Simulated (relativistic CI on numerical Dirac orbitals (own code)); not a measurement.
**Co5+ (3d4) in a crystal field**

Calculated by Dirac-Coulomb-Breit CI, KLI orbitals optimised for each configuration, QED by a radiative potential, valence Slater integrals scaled by 0.65, one configuration in a parametric crystal field (own radial code).

Field parameters in Wybourne normalisation: Oh B⁴₀ = 21Dq, B⁴₄ = √(5/14) B⁴₀. The field is a parameter set, without covalency.

S and J are read from ⟨S²⟩ = S(S + 1) and ⟨J²⟩ = J(J + 1) of each level; they are not fictitious spins.

Oh, 10Dq = 5900 cm⁻¹, the lowest 10 levels:

```csv
E (cm⁻¹),Degeneracy,Irrep,S,J
0.0,1,A1,1.99,2.55
62.0,3,T1,2.00,2.68
122,2,E,2.00,2.81
166,3,T2,2.00,2.91
210,1,A2,2.00,3.00
5765,3,T2,2.00,2.42
5787,3,T1,2.00,2.61
5816,1,A1,2.00,2.85
6269,3,T1,2.00,3.37
6282,2,E,2.00,3.44
```

Oh, 10Dq = 43500 cm⁻¹, the lowest 10 levels:

```json
{"E (cm⁻¹)": "0.0", "Degeneracy": "1", "Irrep": "A1", "S": "1.00", "J": "4.43"}
{"E (cm⁻¹)": "438", "Degeneracy": "3", "Irrep": "T1", "S": "1.00", "J": "4.25"}
{"E (cm⁻¹)": "1140", "Degeneracy": "2", "Irrep": "E", "S": "1.00", "J": "3.82"}
{"E (cm⁻¹)": "1140", "Degeneracy": "3", "Irrep": "T2", "S": "1.00", "J": "3.85"}
{"E (cm⁻¹)": "12454", "Degeneracy": "3", "Irrep": "T2", "S": "0.01", "J": "4.53"}
{"E (cm⁻¹)": "13842", "Degeneracy": "2", "Irrep": "E", "S": "0.01", "J": "4.60"}
{"E (cm⁻¹)": "20390", "Degeneracy": "1", "Irrep": "A2", "S": "2.00", "J": "3.00"}
{"E (cm⁻¹)": "20397", "Degeneracy": "3", "Irrep": "T2", "S": "2.00", "J": "2.99"}
{"E (cm⁻¹)": "20403", "Degeneracy": "2", "Irrep": "E", "S": "2.00", "J": "2.98"}
{"E (cm⁻¹)": "20410", "Degeneracy": "3", "Irrep": "T1", "S": "2.00", "J": "2.97"}
```

Oh, 10Dq = 38800 cm⁻¹, the lowest 16 levels:

```csv
E (cm⁻¹),Degeneracy,Irrep,S,J
0.0,1,A1,1.00,4.43
442,3,T1,1.00,4.25
1142,2,E,1.00,3.83
1146,3,T2,1.00,3.86
12331,3,T2,0.01,4.56
13764,2,E,0.01,4.65
15800,1,A2,2.00,3.00
15810,3,T2,2.00,2.99
15820,2,E,2.00,2.97
15829,3,T1,2.00,2.96
15839,1,A1,2.00,2.95
26317,1,A1,0.02,3.77
35975,3,T1,1.00,5.02
36030,3,T2,1.00,5.00
36408,1,A1,1.00,4.27
36667,3,T1,1.00,4.23
```

Oh, 10Dq = 34100 cm⁻¹, the lowest 10 levels:

| E (cm⁻¹) | Degeneracy | Irrep | S | J |
| --- | --- | --- | --- | --- |
| 0.0 | 1 | A1 | 1.01 | 4.43 |
| 449 | 3 | T1 | 1.01 | 4.26 |
| 1149 | 2 | E | 1.01 | 3.83 |
| 1158 | 3 | T2 | 1.00 | 3.86 |
| 11240 | 1 | A2 | 2.00 | 3.00 |
| 11256 | 3 | T2 | 2.00 | 2.99 |
| 11272 | 2 | E | 2.00 | 2.97 |
| 11288 | 3 | T1 | 1.99 | 2.96 |
| 11303 | 1 | A1 | 1.99 | 2.96 |
| 12198 | 3 | T2 | 0.02 | 4.58 |

Oh, 10Dq = 29400 cm⁻¹, the lowest 10 levels:

```
E (cm⁻¹)  Degeneracy  Irrep     S     J
     0.0           1     A1  1.03  4.40
     462           3     T1  1.03  4.25
    1164           2      E  1.02  3.83
    1191           3     T2  1.01  3.87
    6739           1     A2  2.00  3.00
    6773           3     T2  1.99  2.99
    6808           2      E  1.99  2.98
    6835           3     T1  1.98  2.98
    6861           1     A1  1.98  2.98
   12073           3     T2  0.02  4.61
```

The free-ion ground term has S = 2. The field overcomes the spin-pairing energy for Oh, 10Dq = 43500 cm⁻¹; Oh, 10Dq = 38800 cm⁻¹; Oh, 10Dq = 34100 cm⁻¹; Oh, 10Dq = 29400 cm⁻¹, where the ground state has lower spin; these fields are assumed values.

Levels of this model without a field, named by their leading LS term (the scale mimics covalency, so terms lie below those of the real free ion): 5D_0 0, 5D_1 206, 5D_2 589, 5D_3 1111, 5D_4 1738, 3H_4 19675, 3H_5 20091, 3H_6 20481 cm⁻¹.
